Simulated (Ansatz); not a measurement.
`[Cl][SnH]([Cl])[GeH3]`. Total charge 0; spin multiplicity 1. Sn takes the def2 core potential.

Z-matrix (Å, degrees):
```
Sn
Cl 1 2.331
Ge 1 2.596 2 107.7
Cl 1 2.331 2 105.6 3 115.1
H 1 1.703 2 105.9 3 -132.9
H 3 1.533 1 108.7 2 176.9
H 3 1.531 1 107.2 2 56.9
H 3 1.533 1 108.6 2 -62.9
```

What are the harmonic wavenumbers in cm⁻¹ at PBE0-D4/def2-TZVP (Ansatz, finite differences of forces, unscaled)? (Estimate.)

The calculation gave: 59, 62, 82, 112, 222, 367, 371, 438, 450, 559, 575, 768, 873, 873, 1952, 2164, 2179, 2190.

Is this a minimum?

Yes, all 18 modes are real.

Give the ideal-gas thermochemistry at 298.15 K and 1 bar (rigid rotor, harmonic oscillator; point group Cs, symmetry number 1).

Zero-point energy 85.5 kJ/mol; H(298) − E = 109.6 kJ/mol; entropy 401.9 J/(mol·K), of which translation 178.5, rotation 126.1, vibration 97.3; G(298) − E = -10.2 kJ/mol. Modes under 100 cm⁻¹ are hindered rotations or soft bends, so the harmonic entropy is rough.

And at 400, 500, 600, 800 and 1000 K?


```tsv
T (K)	H − E (kJ/mol)	S (J/mol/K)	G − E (kJ/mol)
400	122.0	437.5	-53.0
500	135.2	466.9	-98.2
600	149.2	492.3	-146.2
800	178.9	535.0	-249.1
1000	210.4	570.1	-359.7
```
